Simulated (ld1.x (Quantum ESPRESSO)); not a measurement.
PBE ultrasoft dataset for Sb, scalar-relativistic all-electron reference.

Sb (Z = 51), ultrasoft, made with ld1.x (Quantum ESPRESSO) 7.5 (PBE, scalar-relativistic). Core [Kr], reference 4d10 5s2 5p3. Waves: 5s (bound): rcut 1.80, rcutus 2.10 bohr; 5s channel at 0.05 Ry: rcut 1.80, rcutus 2.10 bohr; 5p (bound): rcut 1.70, rcutus 2.05 bohr; 5p channel at 0.1 Ry: rcut 1.70, rcutus 2.05 bohr; 4d (bound): rcut 0.65, rcutus 0.90 bohr; 4d channel at -1.6 Ry: rcut 0.65, rcutus 0.90 bohr. Local part: all-electron potential smoothed inside 1.60 bohr (lloc = -2). Core correction: Bessel-smoothed model core, default radius (core density twice the valence density). Augmentation charge: PSQ, inside the norm-conserving radii.

Poles of the logarithmic derivatives, all-electron (AE) and pseudo (PS). s: poles at 1.2 (AE) and 1.2, 4.6 (PS) Ry. p: poles at 2.7 (AE) and 2.7, 5.0 (PS) Ry. d: poles at -2.3 (AE) and -2.3 (PS) Ry. Test radius 2.31 bohr.

- Cutoffs needed: 140 Ry and 260 Ry (the cutoffs (Ry, on a coarse ladder) from which the occupation-weighted sum of valence levels, in a spherical-Bessel basis at the reference potential, stays within 10 and 1 mRy of its value at 400 Ry)
- Ghost test: no extra level below or beside the all-electron valence levels (s, p, d, f tested) (spherical-Bessel basis up to 400 Ry, 20 bohr box)
- Largest excitation error: -93 meV (all-electron minus pseudo) for 4d9 5s2 5p4, out of 7 test configurations
- Lowest eigenvalue of the overlap operator: 0.37 (s channel)
- Density cutoff estimated by the generator: 895 Ry
